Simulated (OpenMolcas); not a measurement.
**Zr3+: moving or changing the point charges**

Zr3+ among 6 point charges of -1.7 e arranged as an octahedron (Oh), 2.19 Å from the ion.

```json
{
 "Program": "OpenMolcas",
 "Method": "SS-CASPT2, IPEA 0.25 Eh, imaginary shift 0.1 Eh (closed shells correlated: 4s 4p)",
 "Basis": "ANO-RCC-VTZP [7s6p4d2f1g]",
 "Scalar Hamiltonian": "DKH2, point nucleus",
 "Active space": "1 electron in 5 orbitals (4d)",
 "State averaging": "2S+1 = 2 even, 5 roots",
 "Spin-orbit coupling": "state interaction with AMFI integrals over the reference wave functions"
}
```

Runs around this geometry, states (labels of O, the rotations of Oh). Energies in cm-1 above the lowest state or level, χT in cm3 K/mol; under a threefold ground state the first gap can be a small split of the lowest multiplet, not the spin-orbit step; 10Dq is the gap between the two states.

| R (Å) | q (e) | Ground state | First state of that spin | 10Dq | First gap with spin-orbit (degeneracies) | χT at 300 K |
| --- | --- | --- | --- | --- | --- | --- |
| 2.19 | -1.36 | 2T2 | 2E 10800 | 10803 | 700 (4, 2) | 0.223 |
| 2.19 | -1.7 | 2T2 | 2E 13910 | 13911 | 650 (4, 2) | 0.235 |
| 2.41 | -1.7 | 2T2 | 2E 8540 | 8544 | 730 (4, 2) | 0.218 |

Taking |10Dq| as R^-n, n = -ln(8544 / 13911) / ln(2.41 / 2.19) = 5.1 between the shortest and longest distance. The point-charge formula for a cubic d site gives n = 5.

Scaling the charges by -1.36 / -1.7 = 0.80 scales |10Dq| by 10803 / 13911 = 0.78; with fixed orbitals a first-order splitting would follow the charge.

Roots that are degenerate in the reference are averaged as groups; the widest CASPT2 spread within a group is 89 cm-1 (the 3-fold group of multiplicity 2 near 0 cm-1 above the lowest state of its run, R = 2.19, q = -1.36). Shifts and gaps below about the spread of the groups concerned are not significant. An orbital triplet at a regular site is open to Jahn-Teller coupling, which can distort the site and quench the lowest spin-orbit gaps and is left out. Free-ion shares, where given, are those of the reference states; single-state CASPT2 does not remix them. This field is weak: 10Dq is about 10803 cm-1, while octahedral complexes of 4d ions of charge 3 and more, computed by the same method with explicit ligands, had a median near 25000 cm-1. Ground spin and moment need not be those of a real site (figures for R = 2.19, q = -1.36; the like holds for R = 2.19, q = -1.7, R = 2.41, q = -1.7). Point charges carry no covalency, so the field is a model and not that of real ligands. No measured value stands beside these numbers.
